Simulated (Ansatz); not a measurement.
The molecule BSe, multiplicity 2 (lowest of 2S+1 = 2, 4 at CCSD(T)/def2-TZVPP on PBE0 minima; our sources give no spin for the ground state, which may be another). No spin–orbit coupling. Se is treated without relativity.

Seven points along R, fitted to fifth degree in 1/R; most abundant isotopes. In def2 and cc sets the state is the lowest found near the PBE0 minimum, followed along R.

Codes used: Ansatz (a quantum-chemistry and plane-wave program) with Gaussian orbitals. 

Energies at B3LYP/def2-TZVPP:

```json
[
 {"R (Å)": "1.618835", "E (hartree)": "-2426.35760127"},
 {"R (Å)": "1.662352", "E (hartree)": "-2426.36505722"},
 {"R (Å)": "1.702387", "E (hartree)": "-2426.36880503"},
 {"R (Å)": "1.747645", "E (hartree)": "-2426.37010754"},
 {"R (Å)": "1.792903", "E (hartree)": "-2426.36889273"},
 {"R (Å)": "1.845123", "E (hartree)": "-2426.36504498"},
 {"R (Å)": "1.906047", "E (hartree)": "-2426.35808863"}
]
```

### Question
With a reduced mass of 9.6763 u, find the minimum, the force constant and the constants.

### Answer
A fifth-degree polynomial in 1/R puts the minimum at r_e = 1.7467 Å with force constant 537 N/m. Then ω_e = (1/2πc)√(k/μ) = 970 cm⁻¹ and B_e = h/(8π²cμr_e²) = 0.5710 cm⁻¹; the cubic and quartic terms give α_e = 0.0039 and ω_e x_e = 5.0 cm⁻¹.
